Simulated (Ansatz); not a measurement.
C$_{3}$H$_{6}$AlFO (`CO/C(F)=[CH]/[AlH2]`), charge 0, multiplicity 1.

**Question.** Give a relaxed structure at PBE0-D4/def2-TZVP (the Gaussian-basis code of Ansatz). (An estimate is asked.)

**Answer.** Ansatz gave: 
Cartesian coordinates in Å:
```
C 0.3915 -0.3580 -2.3637
O -0.2325 -0.7890 -1.1596
C -0.0498 -0.0918 -0.0485
F 0.7405 0.9684 -0.2391
C -0.5739 -0.3778 1.1454
Al -0.2994 0.6382 2.7421
H 0.0929 -1.0837 -3.1165
H 0.0471 0.6364 -2.6523
H 1.4782 -0.3538 -2.2654
H -1.1931 -1.2702 1.1348
H -1.0075 0.1412 4.0735
H 0.6061 1.9402 2.7494
```
Point group Cs.
This is one stationary point; other conformers may exist.
